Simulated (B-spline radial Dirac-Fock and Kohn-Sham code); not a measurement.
**Kohn-Sham estimates against Dirac-Fock for the levels of Nb²⁺**

System: the Nb²⁺ ion in the configuration [Kr] 4d3.

The density-functional columns are spherical, spin-unpolarised Dirac-Kohn-Sham results without Breit or QED terms: −ε is minus the orbital energy of the initial state and ΔSCF the difference of two total energies. The reference in the last column comes from multi-electron Dirac-Fock with separately optimised hole states, Breit and Lamb-shift corrections added in first order. All numbers are from a radial finite-basis atomic code, in eV; a selection of levels is shown. For the 1s level of heavy atoms much of the gap between ΔSCF and the reference is the Breit and QED part, -50.3 eV here; for other levels the error of the functional can be larger.

```
level   LDA −ε  LDA ΔSCF   PBE −ε  PBE ΔSCF  Dirac-Fock
   1s  18790.4   19055.4  18817.1   19082.8     19011.1
   2s   2643.8    2689.4   2646.8    2692.2      2729.3
2p1/2   2429.5    2485.8   2430.5    2486.6      2491.6
2p3/2   2333.9    2387.9   2334.7    2388.6      2397.3
   3s    455.4     471.9    456.4     472.9       497.1
3p1/2    374.6     391.3    374.9     391.6       407.0
3p3/2    359.1     375.5    359.4     375.8       391.3
3d3/2    216.0     233.1    215.6     232.7       232.6
3d5/2    213.1     230.1    212.7     229.7       229.8
   4s    75.99     83.67    75.86     83.54       88.06
4p1/2    53.49     60.71    53.31     60.53       60.52
4p3/2    51.32     58.43    51.18     58.29       58.38
   4d    19.32     24.94    19.10     24.72       23.41
```

Question: Order the estimates of the K (1s) level by their distance from the Dirac-Fock value, nearest first.
A. LDA −ε
B. PBE ΔSCF
C. PBE −ε
D. LDA ΔSCF

Answer: D (44.3 eV), B (71.7 eV), C (194.0 eV), A (220.7 eV).

Values without a named source are computed, but for edge energies of neutral atoms, which are taken from tables.
